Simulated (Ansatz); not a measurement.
A structure relaxed at PBE-D4/def2-SVP in Ansatz, charge 0, singlet:

Cartesian coordinates in Å:
```
Sb 2.529 -1.565 -4.131
Sb 2.723 -2.004 -1.010
Sb -2.843 3.172 1.344
Sb 0.635 0.793 2.261
Sb -0.971 0.700 -2.190
Sb -1.559 -3.834 -1.979
Sb -3.323 -1.587 1.545
Sb 1.304 -3.487 2.257
Al 1.723 0.361 -2.549
Al -0.647 2.180 -0.022
Al 0.656 -0.504 -0.092
Al 0.477 -2.465 -2.848
Al 0.370 -3.324 -0.157
Al -0.402 3.398 2.361
Al -2.151 0.721 1.962
Al -0.680 -1.833 1.997
Al -1.766 -1.475 -0.656
Cl 2.750 2.224 -2.318
Cl 0.751 3.992 0.279
Cl 0.425 4.537 3.946
```

(1) Give its formula.

(2) Summarise the bond lengths by kind (pairs closer than 1.2 times the sum of covalent radii, bridged metal pairs left out).

Answers

(1) Al₉Sb₈Cl₃.

(2) 26 × Al–Sb 2.58 to 2.99 Å; 4 × Al–Cl 2.12 to 2.45 Å; 1 × Sb–Sb 3.16 Å.

In the def2 sets Sb takes a core potential; there is no spin–orbit coupling. Single mean-field runs in def2-SVP are fitted with def2-universal-jkfit. The restricted singlet is unstable towards broken spin symmetry in Hartree–Fock (as tested in another run); at PBE-D4/def2-SVP this wasn't settled.
